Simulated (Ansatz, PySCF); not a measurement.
Spin states of H2O2Ru (SMILES [OH][Ru][OH]), each relaxed with B3LYP-D3(BJ)/def2-TZVP.
State 1 (charge 0, multiplicity 5):
| atom | x (Å) | y (Å) | z (Å) |
|---|---|---|---|
| Ru | -0.1084 | -0.1435 | -0.1450 |
| O | 1.3627 | -0.0511 | -1.3600 |
| H | 1.8602 | 0.7350 | -1.6023 |
| O | -1.5981 | -0.2649 | 1.0446 |
| H | -1.5702 | -0.2458 | 2.0053 |
State 2 (charge 0, multiplicity 1):
```xyz
5

Ru     0.20030     0.36846     0.28546
O      1.42059     0.20423    -1.02632
H      1.48102     0.19353    -1.98852
O     -1.32625     0.00609     1.16579
H     -1.82943    -0.74256     1.50628
```

Singlets are restricted, other states unrestricted; no spin–orbit coupling, no relativity up to Kr; see below for the cores. The largest T1 diagnostic is 0.081.

Correlated levels freeze the inner cores; with def2 sets outer-core shells near the valence are correlated too.

Run with Ansatz (Gaussian basis) for Hartree–Fock, density functionals and correlated methods; PySCF for the dispersion terms.  In def2 rows elements past Kr take small-core potentials, without spin–orbit coupling.

```
level                     energy of the multiplicity-1 state less that of the multiplicity-5 state (kcal/mol)
------------------------  -----------------------------------------------------------------------------------
BLYP/def2-TZVPP                                                                                         11.92
r2SCAN-D3(BJ)/def2-TZVPP                                                                                28.01
r2SCANh/def2-TZVPP                                                                                      31.81
BHLYP/def2-TZVPP                                                                                        34.79
BHLYP-D3(BJ)/def2-TZVPP                                                                                 34.76
BHLYP-D4/def2-TZVPP                                                                                     34.71
wB97X-V/def2-TZVPP                                                                                          …
B2PLYP/def2-TZVPP                                                                                       21.30
B2PLYP-D3(BJ)/def2-TZVPP                                                                                21.28
```

Problem. Fill in the missing entries.

Solution. 
- wB97X-V/def2-TZVPP, energy of the multiplicity-1 state less that of the multiplicity-5 state (kcal/mol): 19.25

Doubts at one or more of the structures used: a restricted determinant that unrestricted orbitals would lower (B2PLYP/def2-TZVPP, B2PLYP-D3(BJ)/def2-TZVPP).

Ansatz is a quantum-chemistry and plane-wave program.
